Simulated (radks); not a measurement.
Values are calculated unless marked as measured or tabulated.
Question: Ionisation of C, [He] 2s2 2p2, to C+, [He] 2s2 2p1, under several functionals. Scalar-relativistic Kohn-Sham, spin-polarised, spherical densities, finite nucleus; open shells are filled with parallel spins first; a radial shooting solver on a logarithmic mesh with Libxc functionals. The NIST Atomic Spectra Database gives 11.260 eV (measured). Rank these functionals by the error of their Delta-SCF ionisation energy: LDA (Slater exchange, Perdew-Zunger correlation); Wu-Cohen GGA; exchange-only B88; exchange-only r2SCAN; AM05; OLYP; exchange-only PBE; BP86; BLYP; revPBE.

Answer: From best to worst: exchange-only r2SCAN 11.232 eV (-0.028); exchange-only B88 11.052 eV (-0.209); exchange-only PBE 11.048 eV (-0.212); OLYP 11.542 eV (+0.282); BLYP 11.555 eV (+0.294); AM05 11.599 eV (+0.339); revPBE 11.630 eV (+0.370); Wu-Cohen GGA 11.666 eV (+0.405); LDA (Slater exchange, Perdew-Zunger correlation) 11.719 eV (+0.459); BP86 11.727 eV (+0.466). Open shells are spherical and high-spin; term and fine-structure splittings are not resolved.
